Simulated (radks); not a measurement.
Values are calculated unless marked as measured or tabulated.
The thulium ion Tm3+, configuration [Xe] 4f11 5d1 (not the ground configuration).

Level of theory: scalar-relativistic Kohn-Sham, BLYP, spin-unpolarised, spherical densities, finite nucleus; Fermi nuclear charge, rms radius 5.2256 fm (a radial shooting solver on a logarithmic mesh with Libxc functionals).

Energy parts (eV):
part                      energy
total                 -369115.43
kinetic                401142.76
electron-nucleus      -904455.08
Hartree                141937.27
exchange-correlation    -7740.37

Orbitals (lengths in bohr, moments of r in powers of bohr; r(max) is where P^2 peaks; r(90%) holds 90 % of the orbital's charge):
orbital,occ.,eigenvalue (eV),r(90%),<r^2>,r(max)
1s,2,-59322.98,0.0363,0.0005485,0.01261
2s,2,-10044.37,0.131,0.008516,0.07190
2p,6,-8874.989,0.123,0.006945,0.05854
3s,2,-2291.337,0.324,0.05582,0.2033
3p,6,-1937.159,0.330,0.05627,0.2002
3d,10,-1499.326,0.311,0.04688,0.1633
4s,2,-485.3579,0.713,0.2787,0.4639
4p,6,-368.6410,0.766,0.3157,0.4850
4d,10,-213.5106,0.852,0.3738,0.4998
4f,11,-43.1043,1.21,0.6570,0.4881
5s,2,-88.0460,1.71,1.589,1.071
5p,6,-59.5835,2.02,2.163,1.213
5d,1,-26.9759,3.03,4.606,1.634

The highest occupied level is 5d at -26.976 eV. Summed over all electrons, <r^2> = 35.16 bohr^2, which gives a Langevin (diamagnetic) susceptibility term of -27.8 x 10^-6 cm^3/mol. The density falls to 0.001 e/bohr^3 at r = 3.35 bohr.
